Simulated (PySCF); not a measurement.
# Worked example: entropy of an ideal gas

CH₃N₂S, SMILES [NH]C(=S)N (connectivity only; charge and spin as stated), charge -1, multiplicity 1.

The structure is a stationary point at r2SCAN-D4/def2-SVPD. The multiplicity is an assumed one; other spin states were not compared. The isomer is the one that the SMILES or the coordinates give; other isomers of the formula were not compared. Other conformers were not sampled.

r2SCAN-D4/def2-SVPD (PySCF) gives the harmonic wavenumbers 379, 425, 482, 539, 681, 706, 795, 1060, 1142, 1330, 1548, 1591, 3517, 3524, 3664 cm⁻¹ and the rotational temperatures 0.5275, 0.2429, 0.1669 K. The molar mass is 75.11 g/mol, the symmetry number 1, the spin multiplicity 1.

Q: Work out the entropy at 298.15 K and 1 atm in the rigid-rotor, harmonic-oscillator model.

A: 
Translation (Sackur–Tetrode at 1 atm): S = R[1.5 ln M + 2.5 ln T − 1.16487] = 162.6 J/(mol K).
Rotation: q = (√π/σ) T^1.5/√(θA θB θC) = 62400, S = R[ln q + 3/2] = 104.3 J/(mol K).
Vibration: with u = 1.4388 ν/T, each mode gives R[u/(e^u − 1) − ln(1 − e^−u)]:
| ν (cm⁻¹) | modes | u | S (J/(mol K)) |
|---|---|---|---|
| 379 | 1 | 1.83 | 4.36 |
| 425 | 1 | 2.05 | 3.66 |
| 482 | 1 | 2.33 | 2.95 |
| 539 | 1 | 2.60 | 2.37 |
| 681 | 1 | 3.29 | 1.38 |
| 706 | 1 | 3.41 | 1.25 |
| 795 | 1 | 3.84 | 0.88 |
| 1060 | 1 | 5.12 | 0.31 |
| 1142 | 1 | 5.51 | 0.22 |
| 1330 | 1 | 6.42 | 0.10 |
| 1548 | 1 | 7.47 | 0.04 |
| 1591 | 1 | 7.68 | 0.03 |
The stiffer modes add less than 0.005 each. Sum 17.6 J/(mol K).
Spin: R ln 1 = 0.0 J/(mol K).
Total 284.4 J/(mol K); the program's own thermochemistry gives 284.4. Translation makes up 57 % and vibration 6 %. Anharmonicity, hindered rotation and orbital degeneracy are left out.
